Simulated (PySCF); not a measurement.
CH3F2OSb, SMILES C[O][Sb]([F])[F].

Geometry: B3LYP-D3(BJ)/def2-SVP. The def2 effective core potentials stand for the cores of Sb; spin–orbit coupling is left out. Other conformers were not sampled.

The numbers are results of ωB97X/def2-TZVP run with PySCF, not measurements.

Symmetry labels are those of the subgroup Cs that the program uses (full group Cs).

Computed valence orbital energies around the gap with their symmetry:
| orbital | symmetry | energy (eV) |
|---|---|---|
| HOMO−7 | A" | -15.00 |
| HOMO−6 | A' | -14.40 |
| HOMO−5 | A' | -14.11 |
| HOMO−4 | A" | -13.83 |
| HOMO−3 | A" | -13.62 |
| HOMO−2 | A' | -12.14 |
| HOMO−1 | A' | -11.19 |
| HOMO | A" | -10.98 |
| LUMO | A" | 0.46 |
| LUMO+1 | A' | 0.62 |
| LUMO+2 | A' | 2.02 |
| LUMO+3 | A' | 4.12 |
